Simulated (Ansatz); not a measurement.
`[OH][GaH][Cl]` and `[OH][InH][Cl]` differ in one element.

Ansatz, PBE0-D4/def2-TZVP geometries, multiplicity 1. Each molecule was computed in one conformer, which needn't be the lowest.

Elements past krypton have def2 core potentials. Scalar relativity is left out up to krypton.

```
                                          property  `[OH][GaH][Cl]`
               HOMO–LUMO gap (PBE/def2-TZVPP) / eV             5.58
                HOMO energy (PBE0/def2-TZVPP) / eV            -8.95
    size of the dipole moment (PBE/def2-TZVPP) / D             0.47
                 LUMO energy (PBE/def2-TZVPP) / eV            -1.92
size of the dipole moment (ωB97M-V/def2-TZVPP) / D             0.48
  size of the dipole moment (B3LYP/def2-TZVPP) / D             0.46
```

Question: Give the same properties after the change, and the shifts. (Best estimate.)

Answer: Computed: 
| property | `[OH][InH][Cl]` | shift |
| --- | --- | --- |
| HOMO–LUMO gap (PBE/def2-TZVPP) / eV | 4.89 | -0.69 |
| HOMO energy (PBE0/def2-TZVPP) / eV | -8.64 | 0.31 |
| size of the dipole moment (PBE/def2-TZVPP) / D | 1.32 | 0.85 |
| LUMO energy (PBE/def2-TZVPP) / eV | -2.29 | -0.37 |
| size of the dipole moment (ωB97M-V/def2-TZVPP) / D | 1.44 | 0.96 |
| size of the dipole moment (B3LYP/def2-TZVPP) / D | 1.39 | 0.93 |

With PBE0 the HOMO rises by 0.31 eV and the LUMO falls by 0.37 eV, so the gap narrows by about 0.68 eV. PBE moves the HOMO by 0.32 eV and ωB97M-V by 0.31 eV. Dipoles are sizes alone; their direction can turn.

B3LYP here is the variant with VWN-RPA as its local correlation; programs differ in this.
